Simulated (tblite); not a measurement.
Species: C7H11NSi.
Bonds: C1–C2 (aromatic), C2–C3 (aromatic), C3–N4 (aromatic), N4–C5, C5–C6, C6–Si7, Si7–C8, N4–C9 (aromatic), C1–C9 (aromatic), C5–C8. Hydrogens: H10 on C1; H11 on C2; H12 on C3; H13 on C5; H14, H15 on C6; H16, H17 on Si7; H18, H19 on C8; H20 on C9.

A start from a force field or distance geometry was refined with GFN2-xTB geometry optimisation, gas phase (tblite 0.8.0). Values at the start:

| coordinate | start |
| --- | --- |
| C1–C2 | 1.377 Å |
| C1–C9 | 1.381 Å |
| C1–H10 | 1.083 Å |
| C3–N4 | 1.342 Å |
| C3–H12 | 1.086 Å |
| N4–C5 | 1.459 Å |
| C5–C6 | 1.492 Å |
| C5–H13 | 1.106 Å |
| C6–Si7 | 1.850 Å |
| C6–H14 | 1.105 Å |
| C6–H15 | 1.123 Å |
| Si7–H16 | 1.468 Å |
| Si7–H17 | 1.462 Å |
| C2–C1–C9 | 107.2° |
| C2–C3–N4 | 108.5° |
| C3–N4–C5 | 127.4° |
| C3–N4–C9 | 109.3° |
| N4–C5–C6 | 116.8° |
| C5–C6–Si7 | 88.2° |
| C6–C5–C8 | 87.5° |
| C6–Si7–C8 | 68.1° |

Q: How do these coordinates change at the GFN2-xTB level?

A: 
```tsv
coordinate	GFN2-xTB (Å or °)	change
C6–Si7	1.911	+0.061
C5–C6	1.549	+0.057
C6–H15	1.087	-0.036
C1–C2	1.408	+0.031
N4–C5	1.434	-0.025
C3–N4	1.360	+0.018
C6–H14	1.088	-0.017
C3–H12	1.073	-0.013
C5–H13	1.093	-0.013
C1–C9	1.368	-0.013
C1–H10	1.072	-0.011
Si7–H16	1.461	-0.007
Si7–H17	1.462	0.000
C6–C5–C8	99.8	+12.3
C6–Si7–C8	76.6	+8.5
C5–C6–Si7	91.4	+3.2
N4–C5–C6	114.1	-2.7
C3–N4–C5	125.5	-1.9
C3–N4–C9	108.5	-0.8
C2–C1–C9	106.9	-0.3
C2–C3–N4	108.8	+0.3
```

The energy falls by 1.268 eV over 174 L-BFGS steps, the largest force on an atom goes from 3.41 to 0.009 eV/Å, and the atoms move by 1.380 Å rms after alignment. The bond that changes most is C6–Si7 (sp3 carbon bound to silicon to SiH2 silicon), which lengthens by 0.061 Å. Bonds longer at the end by more than 0.005 Å: 7 of 21; shorter: 12. Among the dihedrals that turn most is C9–N4–C5–C6, from -143° to 123°. Rotational constants go from 3102, 1094, 1053 to 4160, 793.4, 760.6 MHz.

Time: 2.5 s wall. Hardware: one thread, Arm Neoverse N1 (aarch64), on a shared host.

Its GFN2-xTB frequencies are all real (lowest 26 cm⁻¹). The numbers are those of one conformer. 3 starts were optimised and ended at 0.00, 1.56 and 1.56 kcal/mol (GFN2-xTB); the lowest of these is shown.

All values are computed, not measured.
